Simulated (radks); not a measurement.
All-electron atom: La3+ in [Kr] 4d10 5s2 5p4 4f2 (not the ground configuration). Calculated with a radial shooting solver on a logarithmic mesh with Libxc functionals: Dirac Kohn-Sham, revPBE, spin-unpolarised, spherical densities, point nucleus; open shells fill j = l - 1/2 first. Some entries of the table are withheld. Estimate them.

orbital,occ.,eigenvalue (eV),<1/r> (bohr^-1),<r> (bohr)
1s1/2,2,(1),62.03,0.02506
2s1/2,2,-6176.749,14.59,0.1070
2p1/2,2,-5825.787,14.57,0.08990
2p3/2,4,-5412.568,13.25,0.09600
3s1/2,2,-1330.865,5.257,0.2847
3p1/2,2,(2),5.168,(3)
3p3/2,4,(4),4.839,(5)
3d3/2,4,(6),4.703,0.2576
3d5/2,6,(7),4.619,0.2613
4s1/2,2,-279.8861,2.161,0.6568
4p1/2,2,-225.6675,2.055,0.6783
4p3/2,4,-208.7805,1.947,0.7059
4d3/2,4,-120.1900,1.720,0.7717
4d5/2,6,-117.2994,1.693,0.7818
5s1/2,2,-58.5481,0.8379,1.578
5p1/2,2,-44.1049,0.7432,(8)
5p3/2,2,-41.6762,0.7092,(9)
4f5/2,2,-21.5130,1.055,1.292
4f7/2,0,-21.2855,1.045,1.306

Answer. 
(1) 1s1/2 eigenvalue (eV): -38737.93
(2) 3p1/2 eigenvalue (eV): -1183.015
(3) 3p1/2 <r> (bohr): 0.2746
(4) 3p3/2 eigenvalue (eV): -1102.412
(5) 3p3/2 <r> (bohr): 0.2866
(6) 3d3/2 eigenvalue (eV): -843.8421
(7) 3d5/2 eigenvalue (eV): -826.5830
(8) 5p1/2 <r> (bohr): 1.759
(9) 5p3/2 <r> (bohr): 1.831
